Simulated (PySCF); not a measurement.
```xyz
5

N      1.9036    -0.2441    -0.1025
C      0.7502    -0.0971     0.0150
N     -0.5668     0.0698     0.2231
H     -0.9349     0.9772    -0.0550
H     -1.1521    -0.7058    -0.0806
```

Charge 0, multiplicity 1.

Problem. Give the Mulliken and meta-Löwdin atomic charges from PBE-D3(BJ)/def2-TZVP (PySCF).

Solution. 
```csv
atom,Mulliken (e),meta-Löwdin (e)
N1,-0.02,-0.27
C2,-0.11,0.15
N3,-0.40,-0.42
H4,0.27,0.27
H5,0.27,0.27
```
